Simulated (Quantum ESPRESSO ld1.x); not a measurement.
All-electron atom: the palladium ion Pd3+ in [Kr] 4d7 (the NIST ground configuration). All-electron calculation, Dirac Kohn-Sham, PBEsol, spin-unpolarised, spherical densities, point nucleus; open shells fill j = l - 1/2 first. Program: ld1.x of Quantum ESPRESSO 7.5.

Normalised radial functions P(r) = r R(r) (large component), r in bohr:

r	3p3/2	4s1/2	4d5/2
0.003137	0.0110	0.1172	0.0000
0.004679	0.0234	0.1580	0.0001
0.006925	0.0481	0.2033	0.0003
0.01033	0.0979	0.2459	0.0009
0.01529	0.1891	0.2645	0.0026
0.02281	0.3491	0.2258	0.0076
0.03375	0.5840	0.0929	0.0209
0.05036	0.8591	-0.1465	0.0545
0.07452	0.9947	-0.3861	0.1258
0.1112	0.6847	-0.3908	0.2541
0.1645	-0.2429	0.0341	0.4086
0.2455	-1.3876	0.5988	0.4707
0.3633	-1.7550	0.4801	0.2529
0.5419	-1.0968	-0.5025	-0.2844
0.802	-0.3313	-1.1961	-0.8068
1.196	-0.0374	-0.8665	-0.9176
1.771	-0.0012	-0.2730	-0.6178
2.642	0.0000	-0.0315	-0.2408
3.909	0.0000	-0.0010	-0.0472

3p3/2: eigenvalue -548.28 eV, 1 radial node at r = 0.151 bohr, <r> = 0.382 bohr, 90 % of the charge inside 0.576 bohr. 4s1/2: eigenvalue -125.82 eV, 3 radial nodes at r = 0.0401, 0.161, 0.452 bohr, <r> = 0.938 bohr, 90 % of the charge inside 1.36 bohr. 4d5/2: eigenvalue -41.323 eV, 1 radial node at r = 0.448 bohr, <r> = 1.31 bohr, 90 % of the charge inside 2.03 bohr.
